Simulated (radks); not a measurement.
The numbers below are computed, except where a source is named.
The mercury ion Hg3+, configuration [Xe] 4f14 5d7.75 6s1.25 (fractional occupations, a model configuration).

Code: a radial shooting solver on a logarithmic mesh with Libxc functionals. Model: Dirac Kohn-Sham, PBE, spin-unpolarised, spherical densities, finite nucleus; open shells are shared between the two j in proportion to 2j + 1; Fermi nuclear charge, rms radius 5.4648 fm.

Energy parts (hartree):
total: -19654.5384
kinetic: 22658.7119
electron-nucleus: -49461.7714
Hartree: 7520.7781
exchange-correlation: -372.2570

Orbitals (lengths in bohr, moments of r in powers of bohr; <r^-3> diverges for s and p1/2; r(90%) holds 90 % of the orbital's charge):
| orbital | occ. | eigenvalue (hartree) | r(90%) | <r> | <r^2> | <r^-3> |
|---|---|---|---|---|---|---|
| 1s1/2 | 2 | -3051.523 | 0.0304 | 0.01659 | 0.0003810 | - |
| 2s1/2 | 2 | -541.6392 | 0.109 | 0.06926 | 0.005741 | - |
| 2p1/2 | 2 | -519.8994 | 0.0950 | 0.05692 | 0.004054 | - |
| 2p3/2 | 4 | -448.3279 | 0.107 | 0.06560 | 0.005240 | 21440 |
| 3s1/2 | 2 | -129.6429 | 0.265 | 0.1801 | 0.03725 | - |
| 3p1/2 | 2 | -119.8123 | 0.257 | 0.1704 | 0.03392 | - |
| 3p3/2 | 4 | -103.9589 | 0.279 | 0.1863 | 0.04031 | 5010 |
| 3d3/2 | 4 | -87.62345 | 0.252 | 0.1621 | 0.03086 | 876.4 |
| 3d5/2 | 6 | -84.22614 | 0.258 | 0.1670 | 0.03259 | 723.1 |
| 4s1/2 | 2 | -29.64755 | 0.573 | 0.3991 | 0.1800 | - |
| 4p1/2 | 2 | -25.42505 | 0.583 | 0.4011 | 0.1832 | - |
| 4p3/2 | 4 | -21.59688 | 0.631 | 0.4353 | 0.2154 | 1214 |
| 4d3/2 | 4 | -14.68141 | 0.660 | 0.4424 | 0.2263 | 191.2 |
| 4d5/2 | 6 | -13.96752 | 0.676 | 0.4535 | 0.2376 | 154.1 |
| 5s1/2 | 2 | -5.77468 | 1.28 | 0.8982 | 0.9042 | - |
| 4f5/2 | 6 | -5.06813 | 0.766 | 0.4787 | 0.2763 | 32.73 |
| 4f7/2 | 8 | -4.91384 | 0.776 | 0.4854 | 0.2841 | 31.07 |
| 5p1/2 | 2 | -4.37094 | 1.39 | 0.9636 | 1.047 | - |
| 5p3/2 | 4 | -3.68427 | 1.52 | 1.054 | 1.253 | 214.7 |
| 5d3/2 | 3.1 | -1.74932 | 2.00 | 1.330 | 2.039 | 22.07 |
| 5d5/2 | 4.65 | -1.66891 | 2.06 | 1.371 | 2.167 | 17.41 |
| 6s1/2 | 1.25 | -1.32594 | 3.11 | 2.179 | 5.303 | - |

The highest occupied level is 6s1/2 at -36.081 eV. The electron density at the nucleus is 2.324e+06 e/bohr^3. The density falls to 0.001 e/bohr^3 at r = 3.52 bohr. Summed over all electrons, <r^2> = 40.45 bohr^2, which gives a Langevin (diamagnetic) susceptibility term of -32 x 10^-6 cm^3/mol.
